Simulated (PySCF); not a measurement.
Computed IR spectrum (relative IR intensity) of a molecule C₄H₆F₂. Geometry: PBE0-D3(BJ)/def2-SVP. One conformer was computed; it need not be the lowest. All values below come from PBE0-D3(BJ)/def2-SVP in PySCF 2.14.0. Harmonic, unscaled wavenumbers; measured fundamentals usually lie a few per cent lower.

ν (cm⁻¹): 534 (vw), 627 (vw), 761 (w), 992 (vw), 1206 (s), 1282 (m), 1346 (vs), 1403 (vw), 1414 (w), 1464 (w), 1865 (vs), 3044 (w), 3047 (m), 3118 (w), 3180 (w) (against the strongest line: vs over 80 %, s over 45 %, m over 15 %, w over 4 %, vw less)

Q: Identify the compound among the candidates.
(A) CC(C)=C(F)F
(B) CCC=C(F)F
(C) FC1(F)CCC1
(D) C[C@@H]1CC1(F)F

A: A, CC(C)=C(F)F
